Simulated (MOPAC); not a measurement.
MOPAC input (PM3):

```
PM3 FORCE THERMO(298,298) PRECISE LET GEO-OK AUX(PRECISION=9) THREADS=1
H3Sb

Sb    0.00018376 1   -0.00051951 1    0.04840570 1
H    -0.91223582 1   -1.07862475 1   -0.90049332 1
H    -0.49138593 1    1.34068317 1   -0.87613215 1
H     1.39346119 1   -0.23333474 1   -0.90017488 1
```

Output:

```
 *******************************************************************************
 **                                                                           **
 **                              MOPAC v23.2.5                                **
 **                                                                           **
 *******************************************************************************
 ** MOPAC's Digital Object Identifier: https://doi.org/10.5281/zenodo.6511958 **
 **                                                                           **
 ** Please cite the open-source release paper for use of this MOPAC version:  **
 ** J. E. Moussa and J. J. P. Stewart (2026)                                  **
 ** MOPAC: An open-source semiempirical molecular orbital program             **
 ** J. Open Source Softw., 11(119), 8025, https://doi.org/10.21105/joss.08025 **
 *******************************************************************************

                              PM3 CALCULATION RESULTS

 *******************************************************************************
 *  PM3        - The PM3 Hamiltonian to be used
 *  GEO-OK     - OVERRIDE INTERATOMIC DISTANCE AND OTHER SAFETY CHECKS
 *  LET        - OVERRIDE SOME SAFETY CHECKS
 *  PRECISE    - TIGHTER CRITERIA TO BE USED
 *  FORCE      - FORCE CALCULATION SPECIFIED
 *  AUX        - OUTPUT AUXILIARY INFORMATION
 *  THERMO     - THERMODYNAMIC QUANTITIES TO BE CALCULATED
 *******************************************************************************
PM3 FORCE THERMO(298,298) PRECISE LET GEO-OK AUX(PRECISION=9) THREADS=1
 H3Sb

   ATOM   CHEMICAL          X               Y               Z
  NUMBER   SYMBOL      (ANGSTROMS)     (ANGSTROMS)     (ANGSTROMS)

     1      Sb          0.00018376  *  -0.00051951  *   0.04840570  *
     2       H         -0.91223582  *  -1.07862475  *  -0.90049332  *
     3       H         -0.49138593  *   1.34068317  *  -0.87613215  *
     4       H          1.39346119  *  -0.23333474  *  -0.90017488  *

          CARTESIAN COORDINATES

    NO.       ATOM           X           Y           Z

     1        Sb          0.0002     -0.0005      0.0484
     2         H         -0.9122     -1.0786     -0.9005
     3         H         -0.4914      1.3407     -0.8761
     4         H          1.3935     -0.2333     -0.9002

  H: (PM3): J. J. P. STEWART, J. COMP. CHEM. 10, 209 (1989).
 Sb: (PM3): J. J. P. STEWART, J. COMP. CHEM. 12, 320-341 (1991).

           Empirical Formula: H3 Sb  =     4 atoms

      MOLECULAR POINT GROUP   :   C3v

      RHF CALCULATION, NO. OF DOUBLY OCCUPIED LEVELS = 4

          HEAT OF FORMATION =      58.071070 KCALS/MOLE

          CARTESIAN COORDINATE DERIVATIVES

   NUMBER  ATOM         X            Y            Z

     1      Sb      0.000482    -0.000622     0.000419
     2       H     -0.000395    -0.000035    -0.000039
     3       H     -0.000064     0.000679    -0.000037
     4       H     -0.000023    -0.000022    -0.000343

 DIPOLE           X         Y         Z       TOTAL
 POINT-CHG.    -0.856    -0.892    -0.932     1.548
 HYBRID         1.146     1.194     1.247     2.072
 SUM            0.290     0.302     0.315     0.524

          GRADIENT NORM =   0.00124

          MOLECULAR WEIGHT =  124.77

          ROTATIONAL CONSTANTS IN CM(-1)

          A =    2.98351196   B =    2.98351013   C =    2.77336617

           PRINCIPAL MOMENTS OF INERTIA IN UNITS OF 10**(-40)*GRAM-CM**2

          A =        9.3825   B =        9.3825   C =       10.0934

          ORIENTATION OF MOLECULE IN FORCE CALCULATION

    NO.       ATOM         X         Y         Z

     1         Sb      -0.0126   -0.0131   -0.0137
     2          H       1.6889   -0.0131   -0.0137
     3          H      -0.0832    1.6869   -0.0137
     4          H      -0.0832   -0.0867    1.6848

    FIRST DERIVATIVES WILL BE USED IN THE CALCULATION OF SECOND DERIVATIVES

    FOR POINT-GROUP C3v  THERE ARE   6 UNIQUE SYMMETRY FUNCTIONS.


(To convert to Hartree/Bohr^2, multiply by (10^(-21) x N x a0^2)/(4.184 x 627.51) =  0.0642)

           FORCE MATRIX IN MILLIDYNES/ANGSTROM

                 Sb  1       H  2       H  3       H  4
 ------------------------------------------------------
    Sb    1   8.009817
     H    2   4.318506   4.353348
     H    3   4.318412   0.170345   4.353348
     H    4   4.318455   0.170342   0.170345   4.353348

          HEAT OF FORMATION =      58.071070 KCALS/MOLE

          ZERO POINT ENERGY      14.888 KCAL/MOL

           NORMAL COORDINATE ANALYSIS (Total motion = 1 Angstrom)

   Root No.       1         2         3         4         5         6

                 1 A1      1 E       1 E       2 E       2 E       2 A1

                 752.1     756.2     756.2    2713.0    2713.0    2723.5

           1   -0.0038   -0.0013    0.0027   -0.0043    0.0021   -0.0025
           2   -0.0039   -0.0018   -0.0024    0.0040    0.0023   -0.0026
           3   -0.0041    0.0029   -0.0002    0.0001   -0.0041   -0.0027
           4    0.0002    0.0001   -0.0001    0.4969   -0.2394    0.3318
           5    0.2290    0.3431   -0.0135    0.0000    0.0023   -0.0027
           6    0.2391   -0.1894   -0.2755   -0.0022   -0.0012   -0.0028
           7    0.2288    0.3408   -0.0385    0.0200    0.0130   -0.0165
           8    0.0097    0.0142   -0.0015   -0.4843   -0.2577    0.3314
           9    0.2391   -0.1451    0.3010    0.0023   -0.0011   -0.0028
          10    0.2288   -0.1831   -0.2886   -0.0018   -0.0218   -0.0165
          11    0.2385   -0.1446    0.3012    0.0028   -0.0226   -0.0172
          12    0.0200   -0.0140    0.0011   -0.0122    0.4964    0.3310

           MASS-WEIGHTED COORDINATE ANALYSIS (NORMAL COORDINATES)

   Root No.       1         2         3         4         5         6

                 1 A1      1 E       1 E       2 E       2 E       2 A1

                 752.1     756.2     756.2    2713.0    2713.0    2723.5

           1   -0.0720   -0.0244    0.0508   -0.0672    0.0369   -0.0471
           2   -0.0751   -0.0328   -0.0444    0.0628    0.0413   -0.0491
           3   -0.0784    0.0538   -0.0041    0.0016   -0.0735   -0.0513
           4    0.0003    0.0001   -0.0002    0.7127   -0.3913    0.5752
           5    0.3959    0.5822   -0.0231    0.0001    0.0038   -0.0047
           6    0.4134   -0.3214   -0.4699   -0.0032   -0.0019   -0.0049
           7    0.3956    0.5784   -0.0657    0.0286    0.0213   -0.0286
           8    0.0167    0.0242   -0.0025   -0.6946   -0.4210    0.5745
           9    0.4134   -0.2463    0.5134    0.0033   -0.0018   -0.0049
          10    0.3956   -0.3108   -0.4922   -0.0026   -0.0356   -0.0286
          11    0.4123   -0.2455    0.5138    0.0040   -0.0369   -0.0298
          12    0.0346   -0.0238    0.0018   -0.0175    0.8112    0.5738

          DESCRIPTION OF VIBRATIONS

 VIBRATION          1    1A1         ATOM PAIR     ENERGY CONTRIBUTION    RADIAL
 FREQUENCY           752.15         Sb1 -- H 2         +33.3% ( 41.4%)      1.1%
 TRANSITION DIPOLE   0.6186         Sb1 -- H 4         +33.3% ( 41.4%)      1.1%
 TRAVEL (Ang.)       0.4992         Sb1 -- H 3         +33.3% ( 41.4%)      1.1%
 REDUCED MASS        0.3597
 EFFECTIVE MASS      1.5412
 FORCE CONSTANT      0.1199

 VIBRATION          3    1E          ATOM PAIR     ENERGY CONTRIBUTION    RADIAL
 FREQUENCY           756.18         Sb1 -- H 4         +51.4% ( 51.2%)      0.0%
 TRANSITION DIPOLE   0.2940         Sb1 -- H 3         +26.7% ( 36.9%)      0.8%
 TRAVEL (Ang.)       0.4828         Sb1 -- H 2         +21.9% ( 33.4%)      1.2%
 REDUCED MASS        0.3825
 EFFECTIVE MASS      1.1521
 FORCE CONSTANT      0.1289

 VIBRATION          5    2E          ATOM PAIR     ENERGY CONTRIBUTION    RADIAL
 FREQUENCY          2712.98         Sb1 -- H 4         +66.6% ( 81.7%)     99.6%
 TRANSITION DIPOLE   0.4469         Sb1 -- H 3         +17.9% ( 42.4%)     97.1%
 TRAVEL (Ang.)       0.2220         Sb1 -- H 2         +15.4% ( 39.4%)     96.6%
 REDUCED MASS        0.5042
 EFFECTIVE MASS      1.1859
 FORCE CONSTANT      2.1863

 VIBRATION          6    2A1         ATOM PAIR     ENERGY CONTRIBUTION    RADIAL
 FREQUENCY          2723.53         Sb1 -- H 3         +33.3% ( 57.6%)     98.9%
 TRANSITION DIPOLE   0.0334         Sb1 -- H 4         +33.3% ( 57.6%)     98.9%
 TRAVEL (Ang.)       0.2708         Sb1 -- H 2         +33.3% ( 57.6%)     98.9%
 REDUCED MASS        0.3375
 EFFECTIVE MASS      1.1606
 FORCE CONSTANT      1.4751

      SYMMETRY NUMBER FOR POINT-GROUP C3v =  3

          SYSTEM IS A GROUND STATE

 H3Sb

          MOLECULE IS NOT LINEAR

          THERE ARE  6 GENUINE VIBRATIONS IN THIS SYSTEM
          THIS THERMODYNAMICS CALCULATION IS LIMITED TO
          MOLECULES WHICH HAVE NO INTERNAL ROTATIONS

                    CALCULATED THERMODYNAMIC PROPERTIES
                                          *
   TEMP. (K)   PARTITION FUNCTION   H.O.F.    ENTHALPY  HEAT CAPACITY ENTROPY
                                   KCAL/MOL   CAL/MOLE    CAL/K/MOL  CAL/K/MOL

 298.00  VIB.     0.1083D+01                   173.8122     2.1842     0.7412
         ROT.     0.3545D+03                   888.2803     2.9808    14.6468
         INT.     0.3838D+03                  1062.0925     5.1650    15.3880
         TRA.     0.1347D+28                  1480.4672     4.9680    40.3755
         TOT.                       58.071    2542.5596    10.1330    55.7635

   *: NOTE: HEATS OF FORMATION ARE RELATIVE TO THE
            ELEMENTS IN THEIR STANDARD STATE AT 298K
              (=  Standard Enthalpy of Formation).

            Hvib:  Zero-point energy is not included.
                   frequencies of less than zero cm-1 are not included.
            Hrot = (3/2)RT
            Htra = (3/2)RT + pV = (5/2)RT

            Heat capacity is Cp, not Cv

          For more information, see: HTTP://OpenMOPAC.net/Manual/thermochemistry.html

           FORCE CONSTANT IN CARTESIAN COORDINATES (Millidynes/A)

    ATOM   CHEMICAL       X               Y               Z
   NUMBER   SYMBOL  FORCE CONSTANT  FORCE CONSTANT  FORCE CONSTANT

      1      Sb        4.627064        4.624378        4.621326
      2       H        4.346487        0.168198        0.167784
      3       H        0.176895        4.337789        0.167784
      4       H        0.176897        0.177256        4.328315

 **********************
 *                    *
 * JOB ENDED NORMALLY *
 *                    *
 **********************

 == MOPAC DONE ==
```
